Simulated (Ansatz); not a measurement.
Species: C3H10GeN (charge 0, doublet). It need not be the lowest isomer of its formula. 
Structure (B3LYP-D3(BJ)/def2-TZVP (Ansatz, a first-principles code) minimum search):
```
Ge
N 1 1.8613
H 2 1.0120 1 114.36
H 2 1.0121 3 108.21 1 128.57
C 1 1.9308 2 105.57 3 -60.42
H 5 1.0838 1 121.63 2 -30.23
H 5 1.0839 6 115.69 1 177.99
C 1 1.9659 2 105.36 3 -179.79
H 8 1.0892 1 109.93 2 56.94
H 8 1.0900 9 108.98 1 -121.21
H 8 1.0912 9 108.85 10 -118.17
C 1 1.9725 2 114.19 3 59.79
H 12 1.0902 1 110.49 2 -58.40
H 12 1.0906 13 108.63 1 -121.03
H 12 1.0913 13 108.53 14 -117.73
```
Charge 0, spin multiplicity 2.

Dipole moments at this geometry, in debye (magnitudes).

```tsv
level	program	dipole (D)
SVWN5/def2-TZVPD	Ansatz	1.08
PBE/def2-TZVPD	Ansatz	1.02
BLYP/def2-TZVPD	Ansatz	1.04
revPBE/def2-TZVPD	Ansatz	1.01
B97M-V/def2-TZVPD	Ansatz	1.00
BHLYP/def2-TZVPD	Ansatz	1.10
r2SCAN0/def2-TZVPD	Ansatz	1.06
HSE06/def2-TZVPD	Ansatz	1.05
CAM-B3LYP/def2-TZVPD	Ansatz	1.10
LC-wPBE/def2-TZVPD	Ansatz	1.12
wB97M-V/def2-TZVPD	Ansatz	1.07
wB97X-V/def2-TZVPD	Ansatz	1.09
CCSD(T)/aug-cc-pVDZ	Ansatz	1.03
```
